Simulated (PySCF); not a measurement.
A PySCF script (with the pyscf-properties extension) for the NMR shieldings of `N#CCCCC[SiH2]O`, C₅H₁₁NOSi, on a GFN2-xTB geometry:

```python
import basis_set_exchange as bse
import numpy as np
from pyscf import gto, dft
from pyscf.prop import nmr

atoms = """
N    -4.715051    0.727046    0.368909
C    -3.613408    0.943211    0.152262
C    -2.221108    1.190832   -0.114959
C    -1.381531   -0.072342    0.117262
C     0.094702    0.181161   -0.182662
C     0.942968   -1.073773    0.006485
Si    2.793316   -0.783951   -0.353117
O     3.413871    0.371488    0.608805
H    -2.121275    1.523864   -1.152339
H    -1.880476    1.998417    0.539777
H    -1.497998   -0.398615    1.153970
H    -1.752689   -0.874759   -0.525132
H     0.464605    0.975249    0.471200
H     0.195836    0.532336   -1.212463
H     0.809144   -1.439007    1.028338
H     0.560198   -1.858813   -0.646821
H     3.000147   -0.188341   -1.665028
H     3.497918   -2.054033   -0.162133
H     3.401026    0.309279    1.560185
"""
names = dict.fromkeys(["N", "C", "Si", "O", "H"], "pcSseg-1")
basis = {el: gto.basis.parse(bse.get_basis(n, elements=[el], fmt="nwchem")) for el, n in names.items()}
mol = gto.M(atom=atoms, basis=basis, charge=0, verbose=0)
mf = dft.RKS(mol, xc="PBE0")
mf.grids.level = 2
mf.grids.alignment = dft.numint.BLKSIZE   # the property module wants whole blocks of grid points
mf.conv_tol = 1e-9
mf.kernel()

calc = nmr.RKS(mf)   # GIAO
C = mf.mo_coeff
Co = C[:, mf.mo_occ > 0]
resp = mf.gen_response(singlet=True, hermi=2)
def vind(x):   # induced exchange potential for any number of trial vectors
    d = np.einsum("pi,xij,qj->xpq", C, 2 * x.reshape(-1, C.shape[1], Co.shape[1]), Co, optimize=True)
    return np.einsum("xpq,pi,qj->xij", resp(d - d.transpose(0, 2, 1)), C, Co, optimize=True).ravel()
mo1, _ = nmr.rhf.solve_mo1(calc, with_cphf=vind)
sigma = calc.kernel(mo1)
for i, s in enumerate(sigma):   # ppm
    w = np.linalg.eigvalsh((s + s.T) / 2)
    print("%2d %-2s iso %8.1f  s11 %8.1f  s22 %8.1f  s33 %8.1f" % (i, mol.atom_pure_symbol(i), w.mean(), *w))
```

Q: What are the results?

A: 
```
 0 N  iso    -29.8  s11   -197.4  s22   -191.5  s33    299.4
 1 C  iso     62.9  s11    -56.3  s22    -49.5  s33    294.4
 2 C  iso    168.6  s11    153.5  s22    167.4  s33    184.9
 3 C  iso    150.0  s11    129.2  s22    146.2  s33    174.4
 4 C  iso    157.5  s11    141.4  s22    157.0  s33    174.1
 5 C  iso    164.9  s11    151.6  s22    163.5  s33    179.7
 6 Si iso    364.4  s11    317.6  s22    361.4  s33    414.1
 7 O  iso    323.6  s11    286.0  s22    326.5  s33    358.4
 8 H  iso     29.6  s11     24.4  s22     29.8  s33     34.5
 9 H  iso     29.6  s11     24.4  s22     29.8  s33     34.5
10 H  iso     30.1  s11     25.5  s22     30.9  s33     33.8
11 H  iso     30.0  s11     25.5  s22     31.0  s33     33.6
12 H  iso     30.2  s11     24.5  s22     31.9  s33     34.2
13 H  iso     30.5  s11     25.1  s22     31.5  s33     34.8
14 H  iso     30.9  s11     26.8  s22     30.2  s33     35.7
15 H  iso     31.3  s11     26.8  s22     30.4  s33     36.6
16 H  iso     26.9  s11     23.5  s22     25.6  s33     31.6
17 H  iso     26.5  s11     22.6  s22     25.0  s33     31.8
18 H  iso     31.1  s11     23.3  s22     25.8  s33     44.2
```

These numbers come from an equivalent density-fitted implementation of the same equations, which agrees with the script to about 0.01 ppm for H and up to a few tenths of a ppm for heavy atoms, so last digits may differ.

Q: Turn these shieldings into chemical shifts. References, each an isolated molecule treated in the same way: NH3 for 15N (267.73 ppm); 13C (186.93 ppm) and 29Si (349.16 ppm) and 1H (31.72 ppm) against TMS; 17O (336.08 ppm) vs H2O.

A: Averaging equivalent atoms: N 0: 297.6; C 1: 124.0; C 3: 37.0; C 4: 29.4; C 5: 22.0; C 2: 18.3; Si 6: -15.2; O 7: 12.5; H 16/17: 5.04; H 8/9: 2.15; H 10/11: 1.66; H 12/13: 1.37; H 18: 0.62; H 14/15: 0.62 ppm. Experimental scales use liquid or dissolved standards, which lie at an offset from isolated NH3 (liquid NH3: subtract about 20 ppm) and H2O (liquid H2O: subtract about 36 ppm). Unscaled 15N shifts of sp2 nitrogen come out 20 to 40 ppm too high even then.

Size and cost of the density-fitted run: 198 basis functions, 34 s wall time on 1 thread of an Arm Neoverse V2, shared host; peak memory 0.87 GiB.
